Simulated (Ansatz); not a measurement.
`[CH3][GeH]([OH])[SeH]` + H₂S → `[OH][GeH]([SH])[SeH]` + CH₄  (ligand exchange at a Ge–C bond)

Program: Ansatz. Geometries: PBE0-D4/def2-TZVP. ΔE: electronic, gas phase. CBS: MP2 limit from def2 TZ/QZ plus the TZ coupled-cluster correction, frozen cores. This one scheme is used for every species. DFT in def2-TZVPP. For Ge, Se outer-core shells are correlated without core-valence functions, which leaves a few kJ/mol of doubt a bond. Scalar relativity is left out up to krypton. One conformer a species, not always the lowest.

```csv
level,ΔE (kJ/mol)
PBE,-64.2
r2SCAN,-65.0
CCSD/def2-TZVPP,-54.0
HF/def2-QZVPP,-58.3
```

Q: What does CCSD(T)/CBS give? (An estimate is asked.)

A: The calculation gave: -57.5 kJ/mol. The listed levels differ from it by -6.7, -7.5, 3.5, -0.8 kJ/mol.

Largest T1 diagnostic among the species: 0.011.
